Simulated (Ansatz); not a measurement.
Z-matrix (Å, degrees):
```
Si
N 1 1.703
F 1 1.613 2 114.6
B 1 2.005 2 106.3 3 117.9
H 1 1.484 2 105.9 3 -115.4
H 2 1.006 1 122.8 3 86.5
H 2 1.007 1 122.2 3 -72.9
H 4 1.195 1 123.8 2 123.8
H 4 1.198 1 119.3 2 -54.0
```

Charge 0, multiplicity 1.

Task: List the PBE/def2-TZVPP orbital energies in eV (Ansatz 0.2.0). (An estimate is asked.)

Result: The calculation gave: Occupied: -1780.05, -659.35, -380.42, -177.51, -137.68, -94.46, -94.41, -94.36, -29.01, -21.41, -13.74, -12.62, -11.97, -11.10, -10.19, -9.93, -8.74, -8.33, -7.07, -6.60. Lowest empty: -3.39, -0.15, 0.91, 1.21, 1.52, 1.87, 1.94, 2.27.
